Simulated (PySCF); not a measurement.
These are PBE-D3(BJ)/def2-TZVP // B3LYP-D3(BJ)/def2-TZVP (PySCF) values and carry that method's errors. Isolated molecules, 0 K electronic values unless said otherwise. 

Reference species (SMILES): `F[C](F)Br` (neutral, multiplicity 2).

| Property | Value |
|---|---|
| dipole moment | 0.18 D |
| highest occupied spin orbital | -5.71 eV |

Changed species: `F[C](F)Cl` (radical fragment; the reference has radical fragment).

What does the change do to the dipole moment and highest occupied spin orbital?

the dipole moment goes up by 0.09 D, to 0.27 D; the highest occupied spin orbital is nearly the same.
